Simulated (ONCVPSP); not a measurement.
## phosphorus (P), ONCV: configuration errors across variants

phosphorus (P), optimised norm-conserving Vanderbilt (ONCV), made with ONCVPSP 4.0.1 (PBEsol, scalar-relativistic). Core [Ne], reference 3s2 3p3. Waves: 3s: rc 1.45 bohr, ncon 4, nbas 9, qcut 5.2 1/bohr, local; 3p: rc 1.45 bohr, ncon 4, nbas 8, qcut 6.4 1/bohr, 2 projectors, debl 1.3 Ha; d scattering state at 0.04 Ha: rc 1.55 bohr, ncon 3, nbas 6, qcut 6.3 1/bohr, 2 projectors, debl 3.3 Ha. Local part: the s channel. Core correction: polynomial model core, fcfact 0.35.

All-electron excitation energies from the reference (eV): (1) 3s2 3p2 9.698; (2) 3s2 3p1 28.810; (3) 3s2 3p0 58.516; (4) 3s1 3p0 110.429.

1 further variants failed, have other tests or too few solved ones, and are left out.

A true bound ghost makes a file unfit for plane-wave use even where its test errors are small: the radial tests pick states by their node count and pass the ghost by.

Errors AE − PS in meV (a dash: test not solved or not reliable):

```tsv
change	(1)	(2)	(3)	(4)	bound ghosts	GHOST(+) flags above zero
base	+1.3	+14	+58	+149	none	p
all radii but the core radius scaled by about 0.85 (s 1.24, p 1.24, d 1.32 bohr)	+1.1	+12	+53	+121	p	none
all radii but the core radius scaled by about 0.94 (s 1.36, p 1.36, d 1.46 bohr)	+1.2	+13	+54	+136	p	none
all radii but the core radius scaled by about 1.03 (s 1.50, p 1.50, d 1.60 bohr)	+1.3	+14	+60	+155	none	p
all radii but the core radius scaled by about 1.16 (s 1.68, p 1.68, d 1.80 bohr)	+1.6	+17	+71	+168	none	none
all radii but the core radius scaled by about 1.27 (s 1.84, p 1.84, d 1.96 bohr)	+2.0	+20	+83	+173	none	none
all radii but the core radius scaled by about 1.33 (s 1.92, p 1.92, d 2.06 bohr)	+2.2	+22	+89	+174	none	none
```

**Question.** Give the same row for: all radii but the core radius scaled by about 1.12 (s 1.62, p 1.62, d 1.74 bohr).

**Answer.** +1.5, +16, +66, +164; bound ghosts: none; GHOST(+) flags above zero: none.
